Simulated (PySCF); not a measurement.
H7P3Si. Atoms are numbered in the order given.

```xyz
11

Si     0.1686     0.0496    -0.5359
P      0.3312     2.1017     0.4114
P     -1.9736    -0.6908    -0.5250
P      1.3648    -1.4950     0.6169
H      0.5935     0.1772    -1.9648
H      0.1632     1.5873     1.7346
H      1.7599     2.0828     0.4873
H     -2.5128     0.5664    -0.9401
H     -2.1445    -0.4121     0.8667
H      2.6249    -0.9667     0.1976
H      1.3177    -2.4698    -0.4278
```

The structure is a stationary point at PBE0-D3(BJ)/def2-SVP. The values are those of a single conformer.

Method: PySCF with TDA-PBE/def2-SVPD.

Vertical excitations. Gas-phase values at a fixed geometry.

```
state  energy (eV)  λ (nm)      f                                                                   main pairs
-----  -----------  ------  -----  ---------------------------------------------------------------------------
S1            5.32     233  0.009                                                               HOMO→LUMO 84 %
S2            5.45     228  0.010                                           HOMO−1→LUMO 78 %, HOMO→LUMO+1 12 %
S3            5.53     224  0.007                                                             HOMO→LUMO+1 82 %
S4            5.65     219  0.014                                                             HOMO−2→LUMO 80 %
S5            5.68     218  0.002                                                             HOMO→LUMO+2 72 %
S6            5.75     216  0.006                                                           HOMO−1→LUMO+1 77 %
S7            5.95     208  0.017                     HOMO−2→LUMO+1 36 %, HOMO→LUMO+3 27 %, HOMO−2→LUMO+2 17 %
S8            5.99     207  0.011                      HOMO−1→LUMO+2 44 %, HOMO→LUMO+3 20 %, HOMO−1→LUMO+4 7 %
S9            6.00     207  0.033  HOMO−2→LUMO+1 46 %, HOMO−2→LUMO+2 17 %, HOMO→LUMO+3 11 %, HOMO−2→LUMO+3 8 %
S10           6.04     205  0.014                      HOMO→LUMO+4 54 %, HOMO−2→LUMO+2 18 %, HOMO−1→LUMO+4 9 %
T1            4.77     260      0                                                               HOMO→LUMO 94 %
T2            5.00     248      0                                                             HOMO−1→LUMO 85 %
T3            5.15     241      0                                           HOMO−2→LUMO 58 %, HOMO→LUMO+1 19 %
T4            5.22     238      0                                           HOMO→LUMO+1 67 %, HOMO−2→LUMO 20 %
```
Triplets are in the Tamm–Dancoff approximation.
